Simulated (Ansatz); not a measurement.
The same path of C₂H₉NSiZn (14 atoms, charge 0, multiplicity 1) was run twice with different band settings. The coordinate that changes most is the dihedral Zn2–C3–N4–Si5.

Level of theory: Ansatz, RHF/def2-mTZVP.

Relaxed end points:

```xyz
14
Properties=species:S:1:pos:R:3
C -2.439 1.564 0.896
Zn -0.627 0.734 0.814
C 1.235 -0.061 0.875
N 1.455 -1.199 -0.027
Si 0.928 -1.210 -1.650
H -2.533 2.242 1.739
H -2.656 2.132 -0.003
H -3.215 0.812 0.998
H 1.361 -0.405 1.899
H 1.989 0.713 0.732
H 2.287 -1.710 0.187
H -0.517 -0.872 -1.652
H 1.573 -0.220 -2.546
H 1.146 -2.548 -2.232
```

```xyz
14
Properties=species:S:1:pos:R:3
C -3.091 1.197 1.266
Zn -1.211 0.833 0.703
C 0.685 0.448 0.137
N 0.807 -0.695 -0.783
Si 2.322 -1.434 -1.106
H -3.126 1.806 2.164
H -3.644 1.725 0.496
H -3.628 0.278 1.477
H 1.223 0.200 1.050
H 1.181 1.336 -0.256
H 0.137 -0.699 -1.520
H 3.344 -0.513 -1.658
H 2.884 -1.989 0.142
H 2.106 -2.520 -2.083
```

Common settings: movable images 5; climbing image yes; spring 5.0 eV/Å²; optimiser quadratic models (default); start path IDPP; iteration limit 60; end points relaxed.

| run | force threshold |
| --- | --- |
| 1 | 0.05 eV/Å |
| 2 | 0.5 eV/Å |

(1) What does each run give, and how far can it be trusted?

Results:

(1) Run 1: converged after 8 iterations, highest image 0.101 eV above the first end. Beside the main top the profile has a ripple of under 15 meV (maxima at images 2, 5), which may be a very shallow well or noise. A vibrational analysis at the climbing image gives one clearly imaginary mode, 105i cm⁻¹: a first-order saddle point.
Run 2: converged after 3 iterations, highest image 0.108 eV above the first end. The threshold of 0.5 eV/Å is loose, so the images may lie well off the minimum-energy path. The order of the stationary point at the top wasn't checked.
